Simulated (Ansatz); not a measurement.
Born–Oppenheimer molecular dynamics of ClH3O3Sn (8 atoms, charge 0, multiplicity 1). It starts from a relaxed structure.

Theory: RHF/def2-SVP (Ansatz 0.2.0).

```json
{
 "ensemble": "NVT, Langevin thermostat",
 "time step": "0.5 fs",
 "steps asked": "150",
 "set temperature": "400 K",
 "friction": "0.02 /fs",
 "seed": "30421"
}
```

First frame:

```xyz
8
Properties=species:S:1:pos:R:3
Sn -0.176 -0.213 -0.046
O 0.097 -0.351 1.863
H -0.587 -0.054 2.445
O 1.564 -0.230 -0.885
H 2.316 -0.390 -0.334
O -1.138 1.425 -0.404
H -1.488 1.577 -1.269
Cl -1.423 -1.995 -0.865
```

Task: How far do the bonds stretch over the last three quarters of this one trajectory? (Pairs bonded in most of those frames.)

Result: 
```csv
bond,mean (Å),spread (Å),shortest,longest
Sn1–O2,1.930,0.042,1.86,1.99
Sn1–O4,1.935,0.031,1.89,1.98
Sn1–O6,1.935,0.029,1.89,1.98
Sn1–Cl8,2.333,0.040,2.28,2.40
O2–H3,0.947,0.019,0.91,0.98
O4–H5,0.948,0.014,0.92,0.97
O6–H7,0.946,0.011,0.92,0.97
```

Mean temperature of the second half: 271 K. The mean temperature of the second half is 32 % below the set value. A run of 0.075 ps of so small a system gives no equilibrium averages.

Time of the run: 11 min on 1 thread of Intel(R) Xeon(R) Platinum 8259CL CPU @ 2.50GHz (Skylake/Cascade Lake) (shared host), peak memory 0.24 GiB.
